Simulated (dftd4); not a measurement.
CaF₂, singlet, geometry from GFN2-xTB (such geometries of metal compounds can be far from the true shape); D4 for tpss in dftd4 4.2.0.

dftd4 was given this input:
```
$ dftd4 mol.xyz --func tpss --charge 0 --json dftd4.json --noedisp --property

# file mol.xyz
3

Ca     0.48463727    -0.07969732    -0.18176975
F     -0.72534756     1.23563849    -0.79918929
F     -0.35162414    -1.05853334     1.20312207
```

### Question
Predict the main parts of the log of this dftd4 run.

### Answer

```
                    ____  _____ _____     ____  _  _
      -------------|  _ \|  ___|_   _|---|  _ \| || |------------
     |             | | | | |_    | | ___ | | | | || |_           |
     |             | |_| |  _|   | ||___|| |_| |__   _|          |
     |             |____/|_|     |_|     |____/   |_|            |
     |             ===================================           |
     |            E. Caldeweyher, S. Ehlert & S. Grimme          |
     |          Mulliken Center for Theoretical Chemistry        |
     |                    University of Bonn                     |
      -----------------------------------------------------------

Rational (Becke-Johnson) damping: tpss-D4-ATM
---------------------
  s6         1.0000
  s8         1.7660
  s9         1.0000
  a1         0.4282
  a2         4.5426
 alp        16.0000
--------------------

Atomic data, radii in Ångström:
------------------------------------------------------
   Z          R(cov)      r4/r2   hardness         EN
------------------------------------------------------
  20 Ca       2.0533     3.7446     0.2028     1.0000
   9 F        0.8533     1.2638     0.6693     3.9800
------------------------------------------------------

Atomic reference systems (in atomic units):
----------------------------------------------------------------------------
   Z        #      CN     q+Z       C6(AA)   #      CN     q+Z       C6(AA)
----------------------------------------------------------------------------
  20 Ca     1  0.0000 20.0000    2462.5474   2  0.8017 20.3181    1431.3968
            3  1.5776 20.5008     212.4304   4 15.1400 20.2440      98.1938
   9 F      1  0.0000  9.0000       9.7374   2  0.7408  8.7523      11.7796
----------------------------------------------------------------------------

Atomic properties (in atomic units):
----------------------------------------------------------------------------
     #    Z              CN          q      C6(AA)        C8(AA)   alpha(0)
----------------------------------------------------------------------------
     1   20 Ca       1.2116     1.1862    551.1332    82790.9498    83.0540
     2    9 F        0.6058    -0.5931     16.2973      278.8674     4.6554
     3    9 F        0.6058    -0.5931     16.2973      278.8674     4.6554
----------------------------------------------------------------------------

Molecular properties (in atomic units):
----------------------------------------
 molecular C6                 872.4288
 molecular C8               96890.8944
----------------------------------------

Dispersion energy:      -1.9887125326462E-03 Eh

[Info] JSON dump of results written to 'dftd4.json'
```
